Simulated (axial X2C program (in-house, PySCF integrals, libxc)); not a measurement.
## Potential curves of GeF⁻, with spin–orbit coupling

Calculated with an axial X2C code built on PySCF integrals. Two-component (2c) means X2C with spin–orbit coupling and atomic mean-field two-electron Coulomb and Gaunt terms. Basis: Ge dyall-acv3z [10s10p8d5f1g], F dyall-av3z [7s6p3d2f] (cores contracted in-house); Gaussian nuclei, density fitting, unrestricted open shells. Masses: Ge 73.921 u, F 18.998 u.

State: Ω = 1 (⟨Sz⟩ = 1.00, ⟨Lz⟩ = 0.00 at HF). Energies in kJ/mol from the lowest point of each curve. Fits are polynomials in 1 − R0/R over 0.85 to 1.23 times the lowest point R0.

```csv
R (Å),HF,CCSD(T),MP2
1.6078,52.34,,68.29
1.6817,18.44,27.54,28.74
1.7371,5.46,11.17,11.94
1.7926,0.00,2.66,3.03
1.8480,0.04,0.00,0.00
1.9127,4.98,2.23,1.85
1.9774,13.49,8.51,7.80
2.0605,27.62,20.44,19.38
2.1622,47.32,,37.07
2.3100,76.81,,65.46
```

Correlated methods: 12 electrons correlated (number of frozen shells: Ge 3 s, 2 p, 1 d; F 1 s), 264 virtual spin orbitals or spinors in MP2.

Occupations by symmetry block were frozen at the best pattern of an incomplete PBE0 search. CCSD and (T) use frozen natural virtuals with an MP2 correction for the truncation; (T) itself is uncorrected, so its De runs slightly low. Other states lie close and PBE0, whose exact exchange favours high spin, may order them wrongly; the determinant shown need not be the ground state. The nearest other 2c determinant of the search, Ω = 0, lies 0.59 eV up at the distance of the search. With several unpaired electrons one determinant need not be a pure state. Open-shell Ω = 0 determinants with evenly filled partner blocks cannot be reached by this program, so the Ω shown need not be the lowest component. This is the Ω = 1 component of a π² triplet; the 0⁺ component is not one determinant and can lie lowest. With the outer-core shells frozen, correlated bond lengths of heavy atoms tend to come out a few hundredths of an ångström too long. Coupled cluster ran on the points near the minimum only. MP2 and coupled cluster on one determinant become unreliable at the stretched end.

(1) Fit the HF curve near its minimum: give the equilibrium distance and the harmonic wavenumber.

(2) What are Re and ωe at the CCSD(T) level?

(3) Fit the MP2 curve near its minimum: give the equilibrium distance and the harmonic wavenumber.

Results:

(1) At HF, 2c: Re = 1.819 Å, ωe ≈ 532 cm⁻¹; Be follows as 0.337 cm⁻¹.

(2) At CCSD(T), 2c: Re = 1.852 Å, ωe ≈ 503 cm⁻¹; Be follows as 0.325 cm⁻¹.

(3) At MP2, 2c: Re = 1.857 Å, ωe ≈ 499 cm⁻¹; Be follows as 0.324 cm⁻¹.
